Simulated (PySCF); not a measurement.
# Working out the ionisation energy of Zn+

Zn+ [Ar] 3d10 4s1 (2S) → Zn(2+) [Ar] 3d10 (1S). Computed with PySCF 2.14 in cc-pVDZ-DK (6s5p3d1f, 43 functions), with scalar relativity by spin-free X2C-1e. Frozen: [Ar]. Energies in hartree (1 hartree = 27.21139 eV):

```
            part   Zn+ (lower)  Zn(2+) (upper)
             UHF  -1793.980332    -1793.360922
CCSD correlation     -0.363878       -0.337735
             (T)     -0.005501       -0.003678
```

Q: What does Hartree-Fock give?

A: (-1793.360922) − (-1793.980332) = 0.619410 hartree = 16.855 eV.

Q: What do CCSD and CCSD(T) give?

A: The CCSD correlation energies differ by 0.026143 hartree = 0.711 eV and the triples by 0.001823 hartree = 0.050 eV, so CCSD gives 17.566 eV and CCSD(T) 17.616 eV.

Measured between the centres of the two terms (NIST): 17.964 eV, so CCSD(T) (valence) is off by -0.348 eV.

A double-zeta basis recovers only part of the correlation energy.

What remains against the reference includes basis incompleteness, the frozen core and higher excitations.
